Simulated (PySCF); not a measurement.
Gas-phase reaction: 2 GeH4 + GeF2 + HF = 3 GeH3F, at 1000 K and a standard pressure of 1 bar. Level: r2SCAN/def2-TZVP†.

Method: PySCF energies plus ideal-gas RRHO corrections (1 bar). † marks an energy on the PBE0/def2-TZVP geometry and frequencies. All species are closed-shell singlets. Ge: all electrons, no relativistic terms. The harmonic model lacks anharmonicity and excited electronic states, which grow with temperature; levels with a mode under 35 cm⁻¹ are left out.

```json
[
 {"species": "GeH4", "E (Ha)": "-2079.37367", "H(1000 K) − E (kJ/mol)": "136.8", "S°(1000 K) (J/mol/K)": "295.6"},
 {"species": "GeF2", "E (Ha)": "-2276.77020", "H(1000 K) − E (kJ/mol)": "59.6", "S°(1000 K) (J/mol/K)": "335.7"},
 {"species": "HF", "E (Ha)": "-100.44449", "H(1000 K) − E (kJ/mol)": "54.1", "S°(1000 K) (J/mol/K)": "209.0"},
 {"species": "GeH3F", "E (Ha)": "-2178.66385", "H(1000 K) − E (kJ/mol)": "130.9", "S°(1000 K) (J/mol/K)": "338.5"}
]
```
E: electronic energy; H − E holds the zero-point and thermal terms. 1 Ha = 2625.5 kJ/mol.

Problem. Work out ΔH°, ΔS°, ΔG° and log10 K from these numbers.

Solution. 1. ΔE = 3×(-2178.66385) − 2×(-2079.37367) − 1×(-2276.77020) − 1×(-100.44449) = -0.02952 Ha = -77.5 kJ.
2. Δ(H − E) = 3×(130.9) − 2×(136.8) − 1×(59.6) − 1×(54.1) = 5.4 kJ, so ΔH° = -72.1 kJ.
3. ΔS° = 3×(338.5) − 2×(295.6) − 1×(335.7) − 1×(209.0) = -120.4 J/K; the number of gas molecules changes by -1.
4. ΔG° = ΔH° − TΔS° = -72.1 − 1000×(-120.4)/1000 = 48.3 kJ.
5. log10 K = −ΔG°/(RT ln 10) = -2.52, with RT ln 10 = 19.14 kJ/mol; at standard pressures the reactants are favoured.
6. A shift of 10 kJ in ΔE would move log10 K by 0.52 here.
7. Lowering the total pressure from 1 bar to 0.01 bar multiplies the mole-fraction quotient K_x = K (p/p°)^(−Δn) by 10^-2, which pushes the balance towards the reactants.
For scale, ΔH°(298 K) is -75 kJ at this level, -60 kJ at ωB97M-V/def2-TZVP†, and runs from -105 to -30 kJ over the 20 levels computed.
